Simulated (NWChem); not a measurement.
System: Mg

Excerpt of the output:

```
             Northwest Computational Chemistry Package (NWChem) 7.3.0
             --------------------------------------------------------

                             Geometry "geometry" -> ""
                             -------------------------

 Output coordinates in angstroms (scale by  1.889725989 to convert to a.u.)

  No.       Tag          Charge          X              Y              Z
 ---- ---------------- ---------- -------------- -------------- --------------
    1 Mg                  12.0000     0.00000000     0.00000000     0.00000000

 Effective nuclear repulsion energy (a.u.)       0.0000000000

                                 NWChem DFT Module
                                 -----------------

 Summary of "ao basis" -> "ao basis" (spherical)
 ------------------------------------------------------------------------------
       Tag                 Description            Shells   Functions and Types
 ---------------- ------------------------------  ------  ---------------------
 Mg                          6-31g*                  8       18   4s3p1d

            General Information
            -------------------
          SCF calculation type: DFT
          Wavefunction type:  closed shell.
          No. of atoms     :     1
          No. of electrons :    12
           Alpha electrons :     6
            Beta electrons :     6
          Charge           :     0
          Spin multiplicity:     1
          Use of symmetry is: off; symmetry adaption is: off
          Maximum number of iterations: 150
          AO basis - number of functions:    18
                     number of shells:     8
          Convergence on energy requested:  1.00D-06
          Convergence on density requested:  1.00D-05
          Convergence on gradient requested:  5.00D-04

              XC Information
              --------------
                       M06-2X Method XC Functional
                     Hartree-Fock (Exact) Exchange  0.540
                        M06-2X Exchange Functional  1.000
                      M06-2X Correlation Potential  1.000

             Grid Information
             ----------------
          Grid used for XC integration:  xfine
          Radial quadrature: Mura-Knowles
          Angular quadrature: Lebedev.
          Tag              B.-S. Rad. Rad. Pts. Rad. Cut. Ang. Pts.
          ---              ---------- --------- --------- ---------
          Mg                  1.50      125           9.0      1454
          Grid pruning is: on
          Number of quadrature shells:   125
          Spatial weights used:  Erf1

      Superposition of Atomic Density Guess
      -------------------------------------

 Sum of atomic energies:        -199.59521929

      Non-variational initial energy
      ------------------------------

 Total energy =    -199.595219
 1-e energy   =    -279.443216
 2-e energy   =      79.847996
 HOMO         =      -0.252527
 LUMO         =       0.045968

     ---------------------------------------------
      Total Density - Mulliken Population Analysis
     ---------------------------------------------

    Atom       Charge   Shell Charges
 -----------   ------   -------------------------------------------------------
    1 Mg  12    12.00   2.00  2.00  5.97  0.96  0.03  1.04 -0.00  0.00

   convergence    iter        energy       DeltaE   RMS-Dens  Diis-err
 ---------------- ----- ----------------- --------- --------- ---------
 d= 0,ls=0.0,diis     1   -200.0370527863 -2.00D+02  8.00D-03  8.34D-03
 d= 0,ls=0.0,diis     2   -200.0382488711 -1.20D-03  1.28D-03  2.22D-05
 d= 0,ls=0.0,diis     3   -200.0359875009  2.26D-03  1.98D-03  3.11D-04
 d= 0,ls=0.0,diis     4   -200.0358085737  1.79D-04  4.15D-03  5.49D-04
 d= 0,ls=0.0,diis     5   -200.0361208971 -3.12D-04  4.44D-03  1.32D-04
  Resetting Diis
 d= 0,ls=0.0,diis     6   -200.0362179507 -9.71D-05  4.17D-04  1.13D-06
 d= 0,ls=0.0,diis     7   -200.0362187867 -8.36D-07  3.44D-05  1.09D-08
 d= 0,ls=0.0,diis     8   -200.0362187948 -8.10D-09  2.82D-06  1.65D-10

         Total DFT energy =     -200.036218794798
      One electron energy =     -279.535989156210
           Coulomb energy =       95.933364516971
    Exchange-Corr. energy =      -16.433594155559
 Nuclear repulsion energy =        0.000000000000

 Numeric. integr. density =       11.999999999743

                       DFT Final Molecular Orbital Analysis
                       ------------------------------------

 Vector    4  Occ=2.000000D+00  E=-1.999082D+00
              MO Center= -1.3D-17,  3.6D-17,  1.8D-17, r^2= 1.7D-01
   Bfn.  Coefficient  Atom+Function         Bfn.  Coefficient  Atom+Function
  ----- ------------  ---------------      ----- ------------  ---------------
     4      0.692093  1 Mg py                 3      0.632885  1 Mg px
     5     -0.326951  1 Mg pz

 Vector    5  Occ=2.000000D+00  E=-1.999082D+00
              MO Center=  5.5D-17, -1.2D-16,  1.9D-17, r^2= 1.7D-01
   Bfn.  Coefficient  Atom+Function         Bfn.  Coefficient  Atom+Function
  ----- ------------  ---------------      ----- ------------  ---------------
     4      0.711080  1 Mg py                 3     -0.640985  1 Mg px
     5      0.264454  1 Mg pz

 Vector    6  Occ=2.000000D+00  E=-2.259945D-01
              MO Center=  3.3D-16,  4.7D-16, -2.1D-17, r^2= 3.2D+00
   Bfn.  Coefficient  Atom+Function         Bfn.  Coefficient  Atom+Function
  ----- ------------  ---------------      ----- ------------  ---------------
     6      0.600257  1 Mg s                 10      0.466031  1 Mg s
     2     -0.255579  1 Mg s                  1      0.050171  1 Mg s

 Vector    7  Occ=0.000000D+00  E=-2.720163D-03
              MO Center= -2.0D-16,  4.5D-16,  9.2D-16, r^2= 6.5D+00
   Bfn.  Coefficient  Atom+Function         Bfn.  Coefficient  Atom+Function
  ----- ------------  ---------------      ----- ------------  ---------------
    11      0.580586  1 Mg px                13     -0.495663  1 Mg pz
     7      0.229480  1 Mg px                 9     -0.195914  1 Mg pz
    12     -0.114303  1 Mg py                 3     -0.100473  1 Mg px
     5      0.085777  1 Mg pz                 8     -0.045179  1 Mg py

 Vector    8  Occ=0.000000D+00  E=-2.720163D-03
              MO Center=  5.5D-16,  2.5D-16,  5.6D-16, r^2= 6.5D+00
   Bfn.  Coefficient  Atom+Function         Bfn.  Coefficient  Atom+Function
  ----- ------------  ---------------      ----- ------------  ---------------
    13      0.515090  1 Mg pz                12     -0.456121  1 Mg py
    11      0.349948  1 Mg px                 9      0.203592  1 Mg pz
     8     -0.180284  1 Mg py                 7      0.138319  1 Mg px
     5     -0.089139  1 Mg pz                 4      0.078934  1 Mg py
     3     -0.060560  1 Mg px

 Vector    9  Occ=0.000000D+00  E=-2.720163D-03
              MO Center=  4.1D-17,  5.8D-17,  1.1D-16, r^2= 6.5D+00
   Bfn.  Coefficient  Atom+Function         Bfn.  Coefficient  Atom+Function
  ----- ------------  ---------------      ----- ------------  ---------------
    12      0.612141  1 Mg py                11      0.369166  1 Mg px
    13      0.291253  1 Mg pz                 8      0.241952  1 Mg py
     7      0.145915  1 Mg px                 9      0.115119  1 Mg pz
     4     -0.105934  1 Mg py                 3     -0.063886  1 Mg px
     5     -0.050403  1 Mg pz

     ---------------------------------------------
      Total Density - Mulliken Population Analysis
     ---------------------------------------------

    Atom       Charge   Shell Charges
 -----------   ------   -------------------------------------------------------
    1 Mg  12    12.00   2.00  2.00  5.96  1.14  0.05  0.86 -0.00  0.00

     -------------------------------------------
      Total Density - Lowdin Population Analysis
     -------------------------------------------

    Atom       Charge   Shell Charges
 -----------   ------   -------------------------------------------------------
    1 Mg  12    12.00   2.00  2.00  5.88  1.07  0.12  0.93  0.00  0.00

            General Information
            -------------------
          SCF calculation type: DFT
          Wavefunction type:  closed shell.
          No. of atoms     :     1
          No. of electrons :    12
           Alpha electrons :     6
            Beta electrons :     6
          Charge           :     0
          Spin multiplicity:     1
          Use of symmetry is: off; symmetry adaption is: off
          Maximum number of iterations: 150
          AO basis - number of functions:    18
                     number of shells:     8
          Convergence on energy requested:  1.00D-06
          Convergence on density requested:  1.00D-05
          Convergence on gradient requested:  5.00D-04

              XC Information
              --------------
                       M06-2X Method XC Functional
                     Hartree-Fock (Exact) Exchange  0.540
                        M06-2X Exchange Functional  1.000
                      M06-2X Correlation Potential  1.000

             Grid Information
             ----------------
          Grid used for XC integration:  xfine
          Radial quadrature: Mura-Knowles
          Angular quadrature: Lebedev.
          Tag              B.-S. Rad. Rad. Pts. Rad. Cut. Ang. Pts.
          ---              ---------- --------- --------- ---------
          Mg                  1.50      125           9.0      1454
          Grid pruning is: on
          Number of quadrature shells:   125
          Spatial weights used:  Erf1

          Convergence Information
          -----------------------
          Convergence aids based upon iterative change in
          total energy or number of iterations.
          Levelshifting, if invoked, occurs when the
          HOMO/LUMO gap drops below (HL_TOL):  1.00D-02
          DIIS, if invoked, will attempt to extrapolate
          using up to (NFOCK): 10 stored Fock matrices.

                    Damping( 0%)  Levelshifting(0.5)       DIIS
                  --------------- ------------------- ---------------
          dE  on:    start            ASAP                start
          dE off:    2 iters        150 iters           150 iters

                            NWChem DFT Gradient Module
                            --------------------------

  charge          =   0.00
  wavefunction    = closed shell

                         DFT ENERGY GRADIENTS

    atom               coordinates                        gradient
                 x          y          z           x          y          z
   1 Mg      0.000000   0.000000   0.000000    0.000000  -0.000000   0.000000
```

Level: M06-2X/6-31G* (spherical d). 

Reconstruct the input file.

Several could match; the one computed here: the input that was run:
```
start job
memory heap 200 mb stack 900 mb global 1100 mb
geometry units angstroms noautoz
  Mg     0.000000     0.000000     0.000000
end
basis spherical
  Mg library 6-31g*
end
dft
  xc m06-2x
  grid xfine
  iterations 150
  mulliken
end
task dft gradient
```
